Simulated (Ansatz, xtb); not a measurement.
**C2H4Be: which of two isomers lies lower**

Structure a is `[BeH][CH]=C`, a singlet and structure b is `[Be]1[CH2][CH2]1`, a singlet. Both are isolated molecules in the gas phase, relaxed with PBE0-D3(BJ)/pcseg-1.

Quicker runs give these differences E(b) − E(a): GFN2-xTB +181.5 kJ/mol; HF/STO-3G +170.7 kJ/mol (at GFN2-xTB geometries); r2SCAN-D4/def2-SVP +160.9 kJ/mol (at GFN2-xTB geometries).

Question: Estimate E(b) − E(a) at the level CCSD(T)/def2-TZVPP.

Answer: Calculated at CCSD(T)/def2-TZVPP: E(b) − E(a) = +162.6 kJ/mol, so structure a lies lower.

Level by level:

```tsv
level	geometry	E(b) − E(a) (kJ/mol)	departure from the last row (kJ/mol)	job, with rough time for the two
GFN2-xTB	GFN2-xTB	+181.5	+18.9	optimisation, 0.14 s
HF/STO-3G	GFN2-xTB	+170.7	+8.1	single point, 0.16 s
r2SCAN-D4/def2-SVP	GFN2-xTB	+160.9	−1.7	single point, 2.5 s
PBE0-D3(BJ)/pcseg-1	PBE0-D3(BJ)/pcseg-1	+149.7	−12.9	optimisation, 13 s
HF/def2-TZVPP	PBE0-D3(BJ)/pcseg-1	+204.0	+41.4	part of the CCSD(T) run
MP2/def2-TZVPP	PBE0-D3(BJ)/pcseg-1	+153.7	−8.9	part of the CCSD(T) run
CCSD(T)/def2-TZVPP	PBE0-D3(BJ)/pcseg-1	+162.6		single point, 31 s
```

As drawn, b has 1 C–Be, 1 C–C, 1 C–H in place of 1 C=C, 1 Be–H. Structure a has no ring, b a 3-membered ring.

The levels shown agree on the order. The largest departure from CCSD(T)/def2-TZVPP is that of HF/def2-TZVPP, 41.4 kJ/mol.

With harmonic frequencies from PBE0-D3(BJ)/pcseg-1 (ideal gas, rigid rotor, one conformer each, 298.15 K, 1 atm): on the last row, ΔE + ΔZPE = +170.0, ΔH = +168.7, ΔG = +173.2 kJ/mol.

The correlated steps freeze 2 core orbitals; the last core shell of Be is correlated, in a basis made for valence electrons. Programs: Ansatz 0.2.0, xtb 6.7.1; the last row on 1 thread of Arm Neoverse V1 on a shared host.
